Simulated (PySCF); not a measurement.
Magnetisability: `FC(F)(C#CCCl)CCl`, C₅H₄Cl₂F₂

Cartesian coordinates in Å; atom numbers follow the order of the lines, from 1:
```xyz
13

F    -1.231   -0.367   -2.102
C    -1.140   -0.601   -0.764
F    -1.450   -1.928   -0.623
C     0.210   -0.342   -0.287
C     1.343   -0.156    0.060
C     2.659    0.135    0.553
Cl    2.553    1.353    1.877
C    -2.197    0.212   -0.010
Cl   -1.729    1.925    0.061
H     3.126   -0.759    0.970
H     3.282    0.563   -0.234
H    -3.153    0.131   -0.528
H    -2.276   -0.167    1.009
```

The calculation used PySCF 2.14.0, GIAO HF/pcSseg-1 magnetisability, rotational g tensor and spin-rotation constants, non-relativistic, gas phase. Geometry: GFN2-xTB.

(1) What are the magnetisability and the molar susceptibility?

(2) Split it along the inertial axes a, b, c into diamagnetic and paramagnetic parts about the centre of mass, with the quadrupole moment.

(3) And the rotational g tensor?

## Answers

(1) Isotropic -1639 × 10⁻³⁰ J/T², or -98.7 × 10⁻⁶ cm³/mol; principal values -1726, -1607, -1583 × 10⁻³⁰ J/T², anisotropy 132 × 10⁻³⁰ J/T² (root of half the summed squared differences of the principal values). The susceptibility is in cgs units.

(2) 
```csv
axis,χ (10⁻⁶ cm³/mol),diamagnetic (10⁻⁶ cm³/mol),paramagnetic (10⁻⁶ cm³/mol),summed x² of all electrons (Å²),quadrupole Θ (D Å)
a,-100.9,-799.3,698.5,405.8,+2.31
b,-99.9,-1902.4,1802.5,145.8,-3.40
c,-95.4,-2339.9,2244.5,42.6,+1.08
```
Anisotropies 2χaa − χbb − χcc = -6.5 and 2χbb − χaa − χcc = -3.5 × 10⁻⁶ cm³/mol. Θ is traceless in Buckingham's convention.

(3) 
| axis | rotational constant (GHz) | g | nuclear part | electronic part |
| --- | --- | --- | --- | --- |
| a | 1.5847 | -0.0121 | 0.5079 | -0.5200 |
| b | 0.6065 | -0.0040 | 0.5097 | -0.5136 |
| c | 0.4848 | -0.0048 | 0.5064 | -0.5112 |

Asymmetric top; isotopes 12C, 35Cl, 19F, 1H; no vibrational averaging.
